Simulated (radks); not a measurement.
Values are calculated unless marked as measured or tabulated.
Ionisation of neutral iodine, [Kr] 4d10 5s2 5p5, to I+, [Kr] 4d10 5s2 5p4, under several functionals. Scalar-relativistic Kohn-Sham, spin-unpolarised, spherical densities, point nucleus; a radial shooting solver on a logarithmic mesh with Libxc functionals.

functional         E(I) (hartree)  Exc (hartree)  IE (eV)  -e(HOMO) (eV)  <r> HOMO (bohr)  IE error (eV)
AM05                  -7110.85389     -175.43002   11.112          7.057            2.467         +0.661
exchange-only LDA     -7105.52237     -170.02316   10.096          6.096            2.503         -0.355
HCTH/407              -7120.83190     -185.66235   11.283          7.221            2.466         +0.831
Wu-Cohen GGA          -7115.60845     -180.21594   11.156          7.097            2.467         +0.705

NIST Atomic Spectra Database: 10.451 eV (measured). Closest: exchange-only LDA. The Delta-SCF values span 1.19 eV, the total energies 15.31 hartree. The highest occupied level is 5p. Spin polarisation and multiplet splitting are left out, so open shells lie too high by an amount that depends on their filling. Spin-orbit splitting is averaged out at the scalar-relativistic level.

Beside tabulated values, note that spin-unpolarised runs miss the spin-polarisation part of the exchange energy of open shells.
